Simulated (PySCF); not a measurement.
**Basis and Hamiltonian dependence of the ionisation energy of Mn**

Mn [Ar] 3d5 4s2 (6S) → Mn⁺ [Ar] 3d5 4s1 (7S). Calculated with PySCF 2.14 from differences of total energies of unrestricted determinants, without spin-orbit coupling. Values in eV.

```json
{"basis": "jorge-DZP-DKH", "Hamiltonian": "spin-free X2C", "functions": "43", "UHF": "5.951", "LDA": "7.304", "PBE0": "n/a", "MP2 (valence)": "6.671", "CCSD(T) (valence)": "n/a", "CCSD(T) (valence and next inner shell)": "n/a"}
{"basis": "cc-pVDZ-DK", "Hamiltonian": "spin-free X2C", "functions": "43", "UHF": "6.032", "LDA": "7.568", "PBE0": "n/a", "MP2 (valence)": "6.909", "CCSD(T) (valence)": "n/a", "CCSD(T) (valence and next inner shell)": "n/a"}
{"basis": "x2c-TZVPall", "Hamiltonian": "spin-free X2C", "functions": "48", "UHF": "6.027", "LDA": "7.601", "PBE0": "n/a", "MP2 (valence)": "6.868", "CCSD(T) (valence)": "n/a", "CCSD(T) (valence and next inner shell)": "n/a"}
{"basis": "ANO-RCC-VTZP", "Hamiltonian": "spin-free X2C", "functions": "59", "UHF": "6.023", "LDA": "7.620", "PBE0": "7.117", "MP2 (valence)": "6.964", "CCSD(T) (valence)": "7.275", "CCSD(T) (valence and next inner shell)": "7.324"}
{"basis": "x2c-TZVPPall", "Hamiltonian": "spin-free X2C", "functions": "64", "UHF": "6.027", "LDA": "7.601", "PBE0": "7.126", "MP2 (valence)": "6.956", "CCSD(T) (valence)": "7.264", "CCSD(T) (valence and next inner shell)": "7.311"}
{"basis": "def2-TZVPPD", "Hamiltonian": "non-relativistic", "functions": "67", "UHF": "5.978", "LDA": "7.521", "PBE0": "7.059", "MP2 (valence)": "6.893", "CCSD(T) (valence)": "7.201", "CCSD(T) (valence and next inner shell)": "7.247"}
{"basis": "cc-pVTZ-DK", "Hamiltonian": "spin-free X2C", "functions": "68", "UHF": "6.022", "LDA": "7.577", "PBE0": "n/a", "MP2 (valence)": "6.963", "CCSD(T) (valence)": "n/a", "CCSD(T) (valence and next inner shell)": "n/a"}
{"basis": "cc-pVTZ", "Hamiltonian": "non-relativistic", "functions": "68", "UHF": "5.973", "LDA": "n/a", "PBE0": "n/a", "MP2 (valence)": "6.897", "CCSD(T) (valence)": "n/a", "CCSD(T) (valence and next inner shell)": "n/a"}
{"basis": "x2c-TZVPPall with one added diffuse shell each of s, p, d, f type", "Hamiltonian": "spin-free X2C", "functions": "80", "UHF": "6.027", "LDA": "7.600", "PBE0": "7.125", "MP2 (valence)": "7.015", "CCSD(T) (valence)": "7.308", "CCSD(T) (valence and next inner shell)": "7.359"}
{"basis": "aug-cc-pVTZ", "Hamiltonian": "non-relativistic", "functions": "93", "UHF": "5.973", "LDA": "7.495", "PBE0": "7.030", "MP2 (valence)": "6.976", "CCSD(T) (valence)": "7.267", "CCSD(T) (valence and next inner shell)": "n/a"}
{"basis": "def2-QZVPPD", "Hamiltonian": "non-relativistic", "functions": "100", "UHF": "5.972", "LDA": "7.486", "PBE0": "7.025", "MP2 (valence)": "6.972", "CCSD(T) (valence)": "7.259", "CCSD(T) (valence and next inner shell)": "n/a"}
{"basis": "dyall-av2z", "Hamiltonian": "non-relativistic", "functions": "101", "UHF": "5.975", "LDA": "7.516", "PBE0": "7.051", "MP2 (valence)": "6.907", "CCSD(T) (valence)": "7.210", "CCSD(T) (valence and next inner shell)": "n/a"}
{"basis": "x2c-QZVPPall", "Hamiltonian": "spin-free X2C", "functions": "103", "UHF": "6.021", "LDA": "7.566", "PBE0": "7.092", "MP2 (valence)": "7.038", "CCSD(T) (valence)": "n/a", "CCSD(T) (valence and next inner shell)": "n/a"}
{"basis": "x2c-QZVPPall with one added diffuse shell each of s, p, d, f, g type", "Hamiltonian": "spin-free X2C", "functions": "128", "UHF": "6.021", "LDA": "7.566", "PBE0": "7.092", "MP2 (valence)": "7.059", "CCSD(T) (valence)": "n/a", "CCSD(T) (valence and next inner shell)": "n/a"}
```

Frozen in the all-electron rows: valence: [Ar]; valence and next inner shell: [Ne].

Non-relativistic rows lack the scalar-relativistic shift.

Reference for a calculation without spin-orbit coupling: 7.434 eV (measured, between term centres; NIST).
